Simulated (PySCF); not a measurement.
A structure optimised at B3LYP-D3(BJ)/def2-SVPD, used in a PySCF frequency run:

```xyz
5

Cl    -1.2592     1.2592    -1.2592
Al     0.0000     0.0000     0.0000
Cl     1.2592     1.2592     1.2592
Cl     1.2592    -1.2592    -1.2592
Cl    -1.2592    -1.2592     1.2592
```
Charge -1, spin multiplicity 1.

Question: Write its SMILES, formula and point group.

Answer: [Cl][Al-]([Cl])([Cl])[Cl], AlCl4, Td

Question: What are its rotational constants (standard atomic weights)?

Answer: 1.1238, 1.1238, 1.1238 GHz
